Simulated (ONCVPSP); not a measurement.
# Configuration tests for Br (ONCV)

Br, optimised norm-conserving Vanderbilt (ONCV), made with ONCVPSP 4.0.1 (PBEsol, scalar-relativistic). Core [Ne], reference 3s2 3p6 3d10 4s2 4p5. Waves: 3s+4s: rc 0.90 bohr, ncon 3, nbas 6, qcut 13.7 1/bohr, 2 projectors; 3p+4p: rc 1.10 bohr, ncon 5, nbas 8, qcut 10.5 1/bohr, 2 projectors; 3d: rc 1.15 bohr, ncon 3, nbas 8, qcut 15.8 1/bohr, 2 projectors, debl 3 Ha. Local part: polynomial inside 0.60 bohr (lpopt 3, dvloc0 0 Ha). Core correction: Teter function, fcfact 3.25, rcfact 1.6.

Energies are relative to the spin-unpolarised reference configuration 3s2 3p6 3d10 4s2 4p5; without spin polarisation the order of configurations can differ from experiment.

| valence configuration | charge | ΔE all-electron (eV) | error AE − PS (meV) |
| --- | --- | --- | --- |
| 3s2 3p6 3d10 4s2 4p4 | +1 | 12.554 | -1.6 |
| 3s2 3p6 3d10 4s2 4p2 | +3 | 69.334 | -10 |
| 3s2 3p5 3d10 4s2 4p5 | +1 | 185.228 | -130 |

Task: What are ΔE and the potential's error for 3s2 3p6 3d10 4s2 4p3?

Result: ΔE = 35.325 eV all-electron; the error (AE − PS) is -5.0 meV.
